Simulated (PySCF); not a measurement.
**Match the barriers**

Saddle point of SiH$_{4}$SeF$_{2}$, singlet (SiH₂F₂ ([F][SiH2][F]) + H₂Se → SiH₂SeF₂ ([F][SiH]([F])[SeH]) + H₂; bonds formed: Si1–Se7, H2–H6; bonds broken: Si1–H2, H6–Se7), PBE0-D4/def2-TZVP structure:

```tsv
atom	x (Å)	y (Å)	z (Å)
Si1	-0.3469	-0.5463	-0.3734
H2	-0.6164	-0.1956	1.2597
F3	-0.8177	0.5138	-1.4535
F4	-1.7394	-1.3314	-0.1992
H5	0.5646	-1.6718	-0.6080
H6	0.2247	0.2241	1.1145
Se7	1.7219	0.8612	0.1509
H8	1.0093	2.1459	0.1091
```

Computed with PySCF 2.14 with density fitting (its default auxiliary sets; JK sets also for MP2 and CCSD(T)) (basis: def2-TZVPP, with def2-QZVPP for the basis limit); correlated methods freeze the cores. Filled d shells of the heavier atoms are correlated. The def2 sets are not built for correlating such inner shells, so the correlated values are less sure here. Extrapolation: Hartree–Fock as exp(−7.88 √X), correlation as X^−2.97. Four methods, as single points on the PBE0-D4 structures, gave these electronic barriers from the start structure: 35.43, 40.06, 50.63, 64.75 kcal/mol.

Problem. The methods were, in alphabetical order, BHLYP-D4, HF, PBE-D4, PBE0-D4. Which gave which? (A judgement: the text doesn't fix the answer.)

Solution. By the calculation: PBE-D4 35.43; PBE0-D4 40.06; BHLYP-D4 50.63; HF 64.75 kcal/mol. For comparison, CCSD(T) at an estimated basis limit (MP2 extrapolated from triple and quadruple zeta, plus CCSD(T) − MP2 in triple zeta) gives 45.85 kcal/mol.

T1 diagnostic: at most 0.012. The end structure is not quite a true minimum (one mode of 89i cm⁻¹).

Labels in which every atom is bracketed show which atoms are joined, not bond orders.

For scale, one of the runs: CCSD(T)/def2-TZVPP, 208 basis functions, launched by `OMP_NUM_THREADS=4 python run.py`. Time: 20 min of wall clock on 4 CPU threads of an Intel Xeon; the host was shared. Peak host memory: 3.8 GiB.
